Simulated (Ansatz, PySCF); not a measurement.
Ge(H)2(Me)(OMe) (C2H8GeO), SMILES [O]([GeH2][CH3])C. Atoms are numbered in the order given.

```xyz
12

Ge    -0.3842     0.3676     0.0000
C      0.7772     1.9159     0.0000
O      0.7147    -1.0403     0.0000
C      0.1897    -2.3336     0.0000
H     -1.2750     0.2890     1.2626
H     -1.2750     0.2890    -1.2626
H      0.1858     2.8430     0.0000
H      1.4173     1.9024     0.8933
H      1.4173     1.9024    -0.8933
H     -0.4316    -2.5443     0.8936
H      1.0232    -3.0548     0.0000
H     -0.4316    -2.5443    -0.8936
```
Charge 0, spin multiplicity 1.

Geometry optimised at PBE0-D3(BJ)/def2-SVP. The structure was generated by enumeration, and PubChem lists no compound with its InChIKey, so it may never have been made. The values are those of a single conformer.

Two levels are set side by side: PBE-D3(BJ)/def2-SVP (Ansatz, a program for electronic structure) and PBE0-D3(BJ)/def2-SVP (Ansatz). Each level has its own optimised geometry; the coordinates shown are those of the second. Frequencies come from the Hessian of PySCF at each geometry. Differences are taken from unrounded values.

```json
[
 {"quantity": "mean bond length (Å)", "PBE0-D3(BJ)": "1.348"},
 {"quantity": "bond Ge1–C2 (Å)", "PBE0-D3(BJ)": "1.935"},
 {"quantity": "bond Ge1–O3 (Å)", "PBE0-D3(BJ)": "1.786"},
 {"quantity": "bond O3–C4 (Å)", "PBE0-D3(BJ)": "1.396"},
 {"quantity": "bond Ge1–H5 (Å)", "PBE0-D3(BJ)": "1.547"},
 {"quantity": "bond Ge1–H6 (Å)", "PBE0-D3(BJ)": "1.547"},
 {"quantity": "bond C2–H7 (Å)", "PBE0-D3(BJ)": "1.100"},
 {"quantity": "bond C2–H8 (Å)", "PBE0-D3(BJ)": "1.099"},
 {"quantity": "bond C2–H9 (Å)", "PBE0-D3(BJ)": "1.099"},
 {"quantity": "bond C4–H10 (Å)", "PBE0-D3(BJ)": "1.109"},
 {"quantity": "bond C4–H11 (Å)", "PBE0-D3(BJ)": "1.102"},
 {"quantity": "bond C4–H12 (Å)", "PBE0-D3(BJ)": "1.109"},
 {"quantity": "highest harmonic wavenumber (cm⁻¹)", "PBE0-D3(BJ)": "3191"},
 {"quantity": "mean harmonic wavenumber (cm⁻¹)", "PBE0-D3(BJ)": "1378"},
 {"quantity": "zero-point energy (kcal/mol)", "PBE0-D3(BJ)": "59.11"}
]
```

What does PBE-D3(BJ) give, and how far is it from PBE0-D3(BJ)? (The exact figures need the calculation; the answer reports its results.)


```csv
quantity,PBE-D3(BJ),PBE-D3(BJ) minus PBE0-D3(BJ)
mean bond length (Å),1.360,0.012
bond Ge1–C2 (Å),1.951,0.015
bond Ge1–O3 (Å),1.808,0.022
bond O3–C4 (Å),1.410,0.014
bond Ge1–H5 (Å),1.561,0.014
bond Ge1–H6 (Å),1.561,0.014
bond C2–H7 (Å),1.108,0.008
bond C2–H8 (Å),1.107,0.008
bond C2–H9 (Å),1.107,0.008
bond C4–H10 (Å),1.118,0.010
bond C4–H11 (Å),1.111,0.009
bond C4–H12 (Å),1.118,0.010
highest harmonic wavenumber (cm⁻¹),3105,-86
mean harmonic wavenumber (cm⁻¹),1330,-48
zero-point energy (kcal/mol),57.04,-2.07
```

GGA bonds tend to be longer and softer than those of functionals with exact exchange. Differences between two approximate levels are no errors against the true value.
